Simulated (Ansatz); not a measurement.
Reaction (hydrogenolysis of a Ga–I bond): `[GaH2][I]` + H₂ → `[GaH3]` + HI

Program: Ansatz. Geometries: PBE0-D4/def2-TZVP. ΔE: electronic, gas phase. CCSD(T)/CBS is the MP2 limit (def2-TZVPP, def2-QZVPP) plus CCSD(T) − MP2 in def2-TZVPP, frozen cores. This one scheme is used for every species. DFT in def2-TZVPP. Elements past krypton have def2 core potentials. For Ga, I outer-core shells are correlated without core-valence functions, which leaves a few kJ/mol of doubt a bond. Scalar relativity is left out up to krypton.

```json
{"species": "`[GaH2][I]`", "r2SCAN energy (Eh)": "-2223.90419"}
{"species": "H₂", "r2SCAN energy (Eh)": "-1.17128"}
{"species": "`[GaH3]`", "r2SCAN energy (Eh)": "-1926.60542"}
{"species": "HI", "r2SCAN energy (Eh)": "-298.42083"}
```

**Question.** Work out ΔE.

**Answer.** ΔE = (-1926.60542) + (-298.42083) − (-2223.90419) − (-1.17128) = 0.04922 Eh = +30.9 kcal/mol. CCSD(T)/CBS gives +31.0 kcal/mol.

Largest T1 diagnostic among the species: 0.013.

The D4 term adds +1.3 kcal/mol with B3LYP and +0.7 kcal/mol with PBE0; it sums over pairs of atoms, weighted by their polarisabilities, and B3LYP, whose exchange is more repulsive, gets the larger term. Leaving LDA and LC-ωPBE aside and taking each functional with its dispersion term where it has one, the values, not all of them listed here, spread over 4.7 kcal/mol, from B97M-V to r2SCAN0-D4. LDA lies −0.9 kcal/mol from PBE without D4.

B3LYP here is the variant with VWN-RPA as its local correlation; programs differ in this.
